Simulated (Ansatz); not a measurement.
`BC[SiH3]` + `N[SiH](F)F` → `BN[SiH](F)F` + `C[SiH3]` at 700 K and 1 bar (ligand exchange at a B–C bond).

Isolated molecules relaxed with PBE0-D4/def2-TZVP in Ansatz; ΔE leaves out vibrations. CCSD(T)/CBS is the MP2 limit (def2-TZVPP, def2-QZVPP) plus CCSD(T) − MP2 in def2-TZVPP, frozen cores. This one scheme is used for every species. One conformer a species, not always the lowest.

```
      species  CCSD(T)/CBS energy (Eh)  H − E (kJ/mol)  S (J/(mol·K))
   `BC[SiH3]`               -356.11784           256.7          404.7
 `N[SiH](F)F`               -545.34917           165.4          392.7
`BN[SiH](F)F`               -570.77155           212.1          441.6
    `C[SiH3]`               -330.73916           210.8          332.0
```

H − E and S are ideal-gas, rigid-rotor, harmonic terms from PBE0-D4/def2-TZVP, for one conformer and one mirror image of each species. 1 Eh = 2625.50 kJ/mol, R = 8.31446 J/(mol·K).

Question: By hand: ΔE, ΔH, ΔS and ΔG.

Answer: ΔE = (-570.77155) + (-330.73916) − (-356.11784) − (-545.34917) = -0.04370 Eh = -114.7 kJ/mol. Δ(H − E) = 212.1 + 210.8 − 256.7 − 165.4 = 0.8, so ΔH = -113.9 kJ/mol. ΔS = 441.6 + 332.0 − 404.7 − 392.7 = -23.8 J/(mol·K). ΔG = -113.9 − 700 × (-23.8)/1000 = -97.2 kJ/mol.

Question: By hand: the equilibrium constant, and the temperature at which ΔG would vanish if ΔH and ΔS stayed fixed.

Answer: log₁₀ K = −ΔG/(RT ln 10) = 7.3. ΔG = 0 at ΔH/ΔS = 4786 K, far beyond where these terms or the molecules hold.

ΔH outweighs TΔS. A doubt of 5 kJ/mol in ΔE shifts log₁₀ K by 0.4 here. Other conformers and mirror images would add mixing entropy, several J/(mol·K) or more a flexible species. Modes under 60 cm⁻¹, often nearly free rotors, make the harmonic entropy too high. These are equilibria of isolated gas molecules and say nothing of rates. Largest T1 diagnostic: 0.012 (customary marks: 0.02 for closed shells, 0.045 for open ones).
